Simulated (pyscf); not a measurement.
**`[SiH2][Br]`, doublet**

Gas-phase minimum from PySCF at ωB97X-D3(BJ)/def2-SVP, one conformer. 

```xyz
4

Si     0.5867    -0.0670    -0.6658
Br    -0.2044     0.1257    -2.7283
H      0.1467     1.1154     0.1313
H      0.0720    -1.3343    -0.0691
```
Charge 0, spin multiplicity 2.

Bonded distances (Å): Si1–Br2 2.217, Si1–H3 1.492, Si1–H4 1.492. Bond angles (°): Br2–Si1–H3 108.8, Br2–Si1–H4 108.8, H3–Si1–H4 111.0.

Properties at ωB97X-D3(BJ)/def2-SVP:

- Harmonic wavenumbers, unscaled = 450, 632, 715, 924, 2225, 2254 cm⁻¹
- Zero-point energy = 10.3 kcal/mol
- Rotational symmetry number = 1
- Entropy of this conformer at 298 K and 1 atm, rigid rotor and harmonic oscillator, modes under 100 cm⁻¹ raised to 100 = 273.4 J/(mol K)
- Dipole moment = 1.26 D
- Spin expectation value S2 = 0.752

Single-point totals, which compare only within one level (frozen core for MP2 and CC):

```
level                   total energy (hartree)
----------------------  ----------------------
ωB97X-D3(BJ)/def2-TZVP             -2864.78636
PBE/def2-TZVP                      -2864.30705
r²SCAN/def2-TZVP                   -2864.80654
B3LYP-D3(BJ)/def2-TZVP             -2864.90394
PBE0-D3(BJ)/def2-TZVP              -2864.42907
M06-2X/def2-TZVP                   -2864.86016
ωB97M-D3(BJ)/def2-TZVP             -2864.88813
UHF/def2-TZVPP                     -2862.52835
MP2/def2-TZVPP                     -2862.90762
CCSD/def2-TZVPP                    -2862.93144
CCSD(T)/def2-TZVPP                 -2862.94510
```

The CCSD(T) − MP2 part came from Ansatz, without density fitting, on the same reference. The frozen core leaves the outer d or s,p core shells of the metals and heavy elements correlated in the MP2 and CC values, and def2-TZVPP describes them poorly, so these totals are far from the basis limit. Elements up to Kr have no core potential and no relativistic terms here.
